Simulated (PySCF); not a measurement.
C2H5Se2, SMILES [Se]([Se]C)[CH2], multiplicity 2.

The structure is a stationary point at PBE0-D3(BJ)/def2-SVP. The isomer is the one that the SMILES or the coordinates give; other isomers of the formula were not compared. One conformer was computed; it need not be the lowest.

Two levels are set side by side: PBE/def2-TZVP (PySCF) and ωB97X/def2-TZVP (PySCF). Same geometry, gas phase. Differences are taken from unrounded values.

```json
[
 {"quantity": "α-spin orbital gap (eV)", "ωB97X": "8.47"},
 {"quantity": "β-spin orbital gap (eV)", "ωB97X": "9.01"},
 {"quantity": "dipole moment (D)", "ωB97X": "1.50"},
 {"quantity": "mean polarisability (bohr³)", "ωB97X": "79.0"}
]
```

### Question
What does PBE give, and how far is it from ωB97X? (An estimate is asked for; the answer gives what the named calculation found.)

### Answer

```csv
quantity,PBE,PBE minus ωB97X
α-spin orbital gap (eV),2.11,-6.35
β-spin orbital gap (eV),2.56,-6.45
dipole moment (D),1.40,-0.10
mean polarisability (bohr³),82.7,3.7
```

PBE's more diffuse valence density responds more strongly to a field. Differences between two approximate levels are no errors against the true value.

Rough cost on one machine, each run with all the roots and properties that it gave: ωB97X against PBE within a factor of 2.
